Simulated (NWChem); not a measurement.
Correlation energy of diantimony (Sb2)

```xyz
2

Sb     0.0000     0.0000     1.2580
Sb     0.0000     0.0000    -1.2580
```
Charge 0, spin multiplicity 1.

All runs are NWChem calculations. Structure: optimised with PBE/def2-SVP with def2 effective core potentials on Sb, a minimum by its harmonic frequencies.

Basis set: def2-TZVP. Each correlation energy counts from its own Hartree-Fock reference.

Effective core potentials replace the inner electrons of Sb; spin-orbit coupling is left out. The correlated methods keep 8 core orbitals frozen. Coupled-cluster values serve here as a point of comparison, not as the truth.

Problem. One of these methods gave a correlation energy of -686.8 mHa. Which?
A. CR-CCSD[T]
B. CCSD
C. MP2
D. SCS-MP2

Solution. C, MP2. The others give -613.6 (SCS-MP2), -652.4 (CCSD), -674.4 (CR-CCSD[T]).
